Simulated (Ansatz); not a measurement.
Born–Oppenheimer molecular dynamics of C3H10OSi (15 atoms, charge 0, multiplicity 1). It starts from a relaxed structure.

These are results of RKS B3LYP-D4/STO-3G (Ansatz), not measurements.

| Quantity | Value |
| --- | --- |
| ensemble | NVT, Nosé–Hoover chain |
| time step | 1 fs |
| steps asked | 166 |
| set temperature | 1000 K |
| thermostat | time constant 100 fs, chain length 3 (defaults) |
| seed | 525462 |

First frame:

```xyz
15
Properties=species:S:1:pos:R:3
Si 0.050 -0.034 0.018
C -0.010 -0.081 1.899
H -1.040 -0.139 2.274
H 0.538 -0.944 2.297
H 0.443 0.824 2.324
C 1.825 0.065 -0.571
H 2.398 -0.815 -0.255
H 1.878 0.122 -1.665
H 2.326 0.953 -0.166
C -0.919 1.471 -0.566
H -1.968 1.431 -0.244
H -0.485 2.393 -0.160
H -0.910 1.554 -1.660
O -0.569 -1.480 -0.665
H -1.539 -1.517 -0.339
```

(1) How far do the bonds stretch over the last three quarters of this one trajectory? (Pairs bonded in most of those frames.)

## Answers

(1) 
```tsv
bond	mean (Å)	spread (Å)	shortest	longest
Si1–C2	1.887	0.066	1.76	2.02
Si1–C6	1.885	0.029	1.83	1.92
Si1–C10	1.893	0.041	1.84	1.99
Si1–O14	1.722	0.024	1.67	1.77
C2–H3	1.110	0.056	1.01	1.19
C2–H4	1.106	0.052	1.02	1.19
C2–H5	1.101	0.021	1.06	1.14
C6–H7	1.098	0.007	1.08	1.11
C6–H8	1.101	0.029	1.05	1.16
C6–H9	1.103	0.035	1.05	1.16
C10–H11	1.110	0.050	1.02	1.18
C10–H12	1.107	0.042	1.04	1.18
C10–H13	1.108	0.035	1.04	1.19
O14–H15	1.025	0.014	1.00	1.05
```

Mean temperature of the second half: 653 K. The conserved energy stayed within 4.5 meV per atom of its start (net change 2.7 meV per atom), so there is no drift, though single steps change it by up to 31 meV in the whole system, a sign of fast motions only just resolved. The mean temperature of the second half is 35 % below the set value. A run of 0.17 ps of so small a system gives no equilibrium averages. Limits of this set-up: minimal basis.

The run took 8.4 min on 1 thread of Arm Neoverse V1, with other jobs on the host, peak memory 0.11 GiB.
